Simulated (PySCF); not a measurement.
Vertical excitations of a molecule C₃H₂ClF₃ from TDA-B3LYP/def2-SVPD (PySCF), as energy in eV (oscillator strength): 5.90 (0.001), 6.66 (0.268), 6.94 (0.001), 7.24 (0.005), 7.64 (0.001), 7.75 (0.007), 7.83 (0.006), 8.09 (0.014), 8.44 (0.020), 8.55 (0.031). Lowest triplet (TDA): 3.96 eV. Coordinates come from a B3LYP-D3(BJ)/def2-SVP optimisation. One conformer was computed; it need not be the lowest.

### Question
Pick the molecule that these values belong to.
(A) F[C@@H]1[C@@H](Cl)C1(F)F
(B) F/C=C(/Cl)C(F)F
(C) FC(F)(F)/C=C\Cl
(D) F/C(Cl)=C\C(F)F

### Answer
B, F/C=C(/Cl)C(F)F
